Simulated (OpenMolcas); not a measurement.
Fe VI: input and output

Input:

```
&GATEWAY
Coord
1

Fe 0.0 0.0 0.0
Basis=ANO-R2
Group=XYZ
NoMove
AngMom=0.0 0.0 0.0
AMFI
&SEWARD
* reference wave functions (RASSCF and RASSI steps not shown): 3 electrons in 10 orbitals (3d 4d)
>>> COPY JOB001 $Project.JobIph
&CASPT2
Multistate=10 1 2 3 4 5 6 7 8 9 10
Frozen=2 3
IPEA=0.25
Imaginary=0.1
MaxIter=60
WThr=0.0 0.3 0.05
PrWF=0.5
NoMix
>>> COPY JOB002 $Project.JobIph
&CASPT2
Multistate=40 1 2 3 4 5 6 7 8 9 10 11 12 13 14 15 16 17 18 19 20 21 22
23 24 25 26 27 28 29 30 31 32 33 34 35 36 37 38 39 40
Frozen=2 3
IPEA=0.25
Imaginary=0.1
MaxIter=60
WThr=0.0 0.3 0.05
PrWF=0.5
NoMix
```

Output, cut to the results:

```
--- CASPT2 ---
Orbital specifications:
      -----------------------

      Symmetry species                           1   2
                                                ag  au
      Frozen orbitals                            2   3
      Inactive orbitals                          1   3
      Active orbitals                           10   0
      Secondary orbitals                        22  23
      Deleted orbitals                           0   0
      Number of basis functions                 35  29
Type of calculation                        MS-CASPT2
      Fock operator                              state-specific
      IPEA shift                                 0.25
      Real shift                                 0.00
      Imaginary shift                            0.10
      The input orbitals will be transformed to quasi-canonical
Reference energy:       -1264.8301892218
      E2 (Non-variational):      -0.3433867670
      Shift correction:          -0.0000426344
      E2 (Variational):          -0.3434294014
      Total energy:           -1265.1736186232
      Residual norm:              0.0000001758
      Reference weight:           0.96598
      Contributions to the CASPT2 correlation energy
      Active & Virtual Only:         -0.0120553005
      One Inactive Excited:          -0.1611061830
      Two Inactive Excited:          -0.1702252835
Reference energy:       -1264.8301892218
      E2 (Non-variational):      -0.3413830825
      Shift correction:          -0.0000415016
      E2 (Variational):          -0.3414245841
      Total energy:           -1265.1716138058
      Residual norm:              0.0000008656
      Reference weight:           0.96647
      Contributions to the CASPT2 correlation energy
      Active & Virtual Only:         -0.0119307653
      One Inactive Excited:          -0.1600380348
      Two Inactive Excited:          -0.1694142823
::    CASPT2 Root  1     Total energy:  -1265.17361862
::    CASPT2 Root  2     Total energy:  -1265.17161381
::    CASPT2 Root  3     Total energy:  -1265.17467097
::    CASPT2 Root  4     Total energy:  -1265.17506687
::    CASPT2 Root  5     Total energy:  -1265.17411058
::    CASPT2 Root  6     Total energy:  -1265.17507412
::    CASPT2 Root  7     Total energy:  -1265.17418457
::    CASPT2 Root  8     Total energy:  -1265.08884879
::    CASPT2 Root  9     Total energy:  -1265.08884288
::    CASPT2 Root 10     Total energy:  -1265.08884075
::    MS-CASPT2 Root  1     Total energy:  -1265.17590764
::    MS-CASPT2 Root  2     Total energy:  -1265.17547515
::    MS-CASPT2 Root  3     Total energy:  -1265.17481813
::    MS-CASPT2 Root  4     Total energy:  -1265.17432924
::    MS-CASPT2 Root  5     Total energy:  -1265.17375079
::    MS-CASPT2 Root  6     Total energy:  -1265.17298428
::    MS-CASPT2 Root  7     Total energy:  -1265.17113423
::    MS-CASPT2 Root  8     Total energy:  -1265.08883369
::    MS-CASPT2 Root  9     Total energy:  -1265.08882119
::    MS-CASPT2 Root 10     Total energy:  -1265.08881761
--- CASPT2 ---
Orbital specifications:
      -----------------------

      Symmetry species                           1   2
                                                ag  au
      Frozen orbitals                            2   3
      Inactive orbitals                          1   3
      Active orbitals                           10   0
      Secondary orbitals                        22  23
      Deleted orbitals                           0   0
      Number of basis functions                 35  29
Type of calculation                        MS-CASPT2
      Fock operator                              state-specific
      IPEA shift                                 0.25
      Real shift                                 0.00
      Imaginary shift                            0.10
      The input orbitals will be transformed to quasi-canonical
Reference energy:       -1264.7272782351
      E2 (Non-variational):      -0.3547176551
      Shift correction:          -0.0000468377
      E2 (Variational):          -0.3547644928
      Total energy:           -1265.0820427279
      Residual norm:              0.0000003231
      Reference weight:           0.96399
      Contributions to the CASPT2 correlation energy
      Active & Virtual Only:         -0.0154294112
      One Inactive Excited:          -0.1661626447
      Two Inactive Excited:          -0.1731255992
Reference energy:       -1264.7272782351
      E2 (Non-variational):      -0.3546549522
      Shift correction:          -0.0000468032
      E2 (Variational):          -0.3547017555
      Total energy:           -1265.0819799906
      Residual norm:              0.0000003229
      Reference weight:           0.96401
      Contributions to the CASPT2 correlation energy
      Active & Virtual Only:         -0.0154297054
      One Inactive Excited:          -0.1661057575
      Two Inactive Excited:          -0.1731194894
::    CASPT2 Root  1     Total energy:  -1265.08204273
::    CASPT2 Root  2     Total energy:  -1265.08197999
::    CASPT2 Root  3     Total energy:  -1265.08190716
::    CASPT2 Root  4     Total energy:  -1265.08195883
::    CASPT2 Root  5     Total energy:  -1265.08203684
::    CASPT2 Root  6     Total energy:  -1265.08202287
::    CASPT2 Root  7     Total energy:  -1265.08187227
::    CASPT2 Root  8     Total energy:  -1265.08181139
::    CASPT2 Root  9     Total energy:  -1265.08190809
::    CASPT2 Root 10     Total energy:  -1265.04445624
::    CASPT2 Root 11     Total energy:  -1265.04420928
::    CASPT2 Root 12     Total energy:  -1265.04447261
::    CASPT2 Root 13     Total energy:  -1265.04506124
::    CASPT2 Root 14     Total energy:  -1265.04392468
::    CASPT2 Root 15     Total energy:  -1265.04442169
::    CASPT2 Root 16     Total energy:  -1265.04425098
::    CASPT2 Root 17     Total energy:  -1265.04461839
::    CASPT2 Root 18     Total energy:  -1265.04526397
::    CASPT2 Root 19     Total energy:  -1265.04363674
...
```

Levels above the lowest, from the spin-orbit matrix with the single-state CASPT2 energies, averaged by term, on its diagonal:

```
Configuration   Term     J  E (cm⁻¹)  Measured (cm⁻¹)      g  Term weight %    Second
          3d³     ⁴F   3/2       0.0              0.0  0.399            100          
          3d³     ⁴F   5/2       519              511  1.029            100          
          3d³     ⁴F   7/2      1218             1188  1.238            100          
          3d³     ⁴F   9/2      2070             2001  1.334            100          
          3d³     ⁴P   1/2     19360            18738  2.652             99          
          3d³     ⁴P   3/2     19550            18942  1.725             98      2 ²P
          3d³     ⁴P   5/2     20200            19611  1.601            100          
          3d³     ²G   7/2     21000            20616  0.889            100          
          3d³     ²G   9/2     21730            21315  1.109             98          
          3d³     ²P   3/2     26820            26215  1.168             65  33 ²D(1)
          3d³     ²P   1/2     26950            26496  0.684             99          
          3d³  ²D(1)   3/2     29290            28628  0.975             67     32 ²P
          3d³  ²D(1)   5/2     29360            28484  1.201            100          
          3d³     ²H   9/2     29430            28724  0.912             98          
          3d³     ²H  11/2     29970            29203  1.091            100          
          3d³     ²F   7/2     47410            46217  1.143            100          
          3d³     ²F   5/2     47710            46604  0.857            100          
          3d³  ²D(2)   5/2     74280            71708  1.200            100          
          3d³  ²D(2)   3/2     74600            72049  0.800            100
```

Against the 18 measured excited levels shown (Corliss and Sugar, J. Phys. Chem. Ref. Data 11, 135 (1982)) the mean absolute deviation is 790 cm-1; the largest miss in energy is 3d³ ²D_5/2(2): computed 74280, measured 71708 cm⁻¹ (+3.6 %).

Term energies are means over components that CASPT2 splits; among the terms shown or strongly mixed into the levels shown the widest spread is 760 cm-1 (3d³ ⁴F). Active for correlation alone: 4d; no level in the range computed is led by a configuration that fills it, so any true level of that kind is missing. Measured partners are found by configuration, term and J. A level has none where our copy of the source lacks it or the pairing is in doubt (some pairs that miss far off the trend of their configuration count as doubtful), and it then counts in no deviation. Levels of configurations outside the active space are missing. The first state left out of the spin-orbit step lies near 470000 cm-1 above the lowest spin-free state of the reference (among the parities and spins computed), and the list stops at four fifths of that energy or lower.

The term weight is that of the spin-free term in the level, not the purity of its configuration. A number in round brackets counts repeated terms of one configuration in the order of the reference energies.
